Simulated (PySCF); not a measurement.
Isomers of C6H12S, one conformer each; single-point electronic energies without zero-point terms and without any empirical dispersion term.

Computed with PySCF at PBE0/pcSseg-1, non-relativistic, each on one gas-phase PBE0-D3(BJ)/def2-SVP geometry that isn't relaxed in the solvent. The solvent is an IEF-PCM continuum (Bondi radii, 1.10 Å for H, scaled by 1.2). Only the electrostatic response of the medium enters.

```
     isomer  relative energy, gas (kJ/mol)  dipole (D)
`SC1CCCCC1`                            0.0        1.90
`C1CCCSCC1`                           26.8        1.79
```

Question: How do the relative energies look in chloroform (ε = 4.711)?

Answer: 
```csv
isomer,"relative energy, solvent (kJ/mol)",E(solvent) − E(gas) (kJ/mol),dipole in solvent (D)
`SC1CCCCC1`,0.0,-9.8,2.34
`C1CCCSCC1`,27.5,-9.1,2.30
```

The order is unchanged. Conformers: `[SH:1][CH:2]1[CH2:3][CH2:4][CH2:5][CH2:6][CH2:7]1` with H–S1–C2–C3 177°, S1–C2–C3–C4 179°, C2–C3–C4–C5 -55°, C3–C4–C5–C6 55°, C4–C5–C6–C7 -55°; `[CH2:1]1[CH2:2][CH2:3][CH2:4][S:5][CH2:6][CH2:7]1` with C7–C1–C2–C3 92°, C1–C2–C3–C4 -70°, C2–C3–C4–S5 59°, C3–C4–S5–C6 -73°. `SC1CCCCC1` gains most from the continuum, and it has the largest gas-phase dipole. The gains span 0.7 kJ/mol, the gas-phase energies 26.8 kJ/mol.
